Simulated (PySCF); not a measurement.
# C²⁺: ionisation energy

C²⁺ [He] 2s2 (1S) → C³⁺ [He] 2s1 (2S), as a difference of total energies. Computed with PySCF 2.14 in ANO-RCC-VTZP (4s3p2d1f, 30 functions), with scalar relativity by spin-free X2C-1e. Correlated levels: valence: 1s2 frozen; valence and next inner shell: nothing frozen. The calculations carry no spin-orbit coupling.

```json
{"method": "UHF", "ionisation energy (eV)": "45.803", "error (eV)": "-2.085"}
{"method": "LDA", "ionisation energy (eV)": "46.954", "error (eV)": "-0.934"}
{"method": "PBE", "ionisation energy (eV)": "47.117", "error (eV)": "-0.771"}
{"method": "PBE0", "ionisation energy (eV)": "47.056", "error (eV)": "-0.832"}
{"method": "r2SCAN", "ionisation energy (eV)": "46.644", "error (eV)": "-1.244"}
{"method": "wB97M-V", "ionisation energy (eV)": "47.182", "error (eV)": "-0.706"}
{"method": "BP86", "ionisation energy (eV)": "47.193", "error (eV)": "-0.695"}
{"method": "BHandHLYP", "ionisation energy (eV)": "47.045", "error (eV)": "-0.843"}
{"method": "revPBE", "ionisation energy (eV)": "47.134", "error (eV)": "-0.754"}
{"method": "MP2 (valence)", "ionisation energy (eV)": "46.979", "error (eV)": "-0.909"}
{"method": "SCS-MP2 (valence)", "ionisation energy (eV)": "47.214", "error (eV)": "-0.674"}
{"method": "MP2 (valence and next inner shell)", "ionisation energy (eV)": "47.006", "error (eV)": "-0.882"}
{"method": "SCS-MP2 (valence and next inner shell)", "ionisation energy (eV)": "47.239", "error (eV)": "-0.649"}
```

Reference: 47.888 eV (measured; NIST Atomic Spectra Database, ionization energies).

Errors of the correlated levels include the incompleteness of this basis and the frozen core.

MP2 underrates the near-degeneracy of ns² with np² in the lower species.
